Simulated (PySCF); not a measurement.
## Static response to an electric field

Species: C₅H₅F₃N₂.
Atom-mapped SMILES: `[F:1][C:2]([F:3])([F:4])[CH2:5][c:6]1[n:7][cH:8][cH:9][nH:10]1` (hydrogens: H11, H12 on C5; H13 on C8; H14 on C9; H15 on N10)

Geometry (GFN2-xTB, Å), atoms numbered from 1 in this order:
```
atom  x, y, z in Å
F1    -3.3673   -0.1060   -0.2507
C2    -2.1110    0.1111    0.1627
F3    -1.9765   -0.5659    1.3221
F4    -2.0221    1.4067    0.4731
C5    -1.0902   -0.3295   -0.8706
C6     0.3038   -0.0390   -0.4250
N7     1.1554    0.7008   -1.0818
C8     2.2963    0.7055   -0.3457
C9     2.1287   -0.0459    0.7808
N10    0.8509   -0.5257    0.7212
H11   -1.2418   -1.3985   -1.0454
H12   -1.2741    0.2174   -1.7959
H13    3.1572    1.2499   -0.6749
H14    2.7873   -0.2740    1.5925
H15    0.3988   -1.0989    1.4156
```

Level: B3LYP/def2-SVPD (PySCF), static field, nuclei fixed, core orbitals frozen in the response. The polarisability tensor in these axes (au):

```
x   89.75  7.04  5.53
y    7.04 60.15 -7.02
z    5.53 -7.02 69.05
```

**Question.** What are the eigenvalues, a third of the trace, and Δα (Δα² = ½Σ(αi − αj)² over the three pairs)?

**Answer.** Principal values 54.09, 72.82 and 92.05 au; mean 72.99 au = 10.82 Å³ = 12.03 × 10⁻⁴⁰ C²·m²/J; Δα = 32.87 au (45 % of the mean).

**Question.** What is the dipole moment, and where does it point?

**Answer.** (1.04, -2.48, 1.37) D, 3.02 D in size, pointing from the negative to the positive side. Measured along this direction, the outermost atoms are F4 at the negative end and H14 at the positive end.

**Question.** In a dilute gas of rigid molecules at 400 K, how does the orientational term μ²/3kT compare with the electronic polarisability?

**Answer.** In Gaussian units μ²/3kT = 54.95 Å³ against 10.82 Å³, a ratio of 5.08; the Debye molar polarisation (4π/3)N_A(α + μ²/3kT) is 165.9 cm³/mol, leaving out the vibrational part.

**Question.** Along which axes do the principal values lie, and how far do the nuclei extend along each?

**Answer.** Largest value along (0.97, 0.17, 0.18), where the nuclei span 6.48 Å; middle along (-0.07, -0.51, 0.86), 3.31 Å; least along (-0.24, 0.84, 0.48), 3.28 Å. 

**Question.** What would n − 1 = 2πNα be for an ideal gas of these molecules at 273.15 K and 1 atm, electronic part alone?

**Answer.** N = p/kT = 2.6868 × 10¹⁹ cm⁻³, so n − 1 = 2π × N × 10.82 × 10⁻²⁴ cm³ = 1826 × 10⁻⁶ at long wavelengths, for an ideal gas.

Isolated species at its GFN2-xTB geometry (one conformer only).
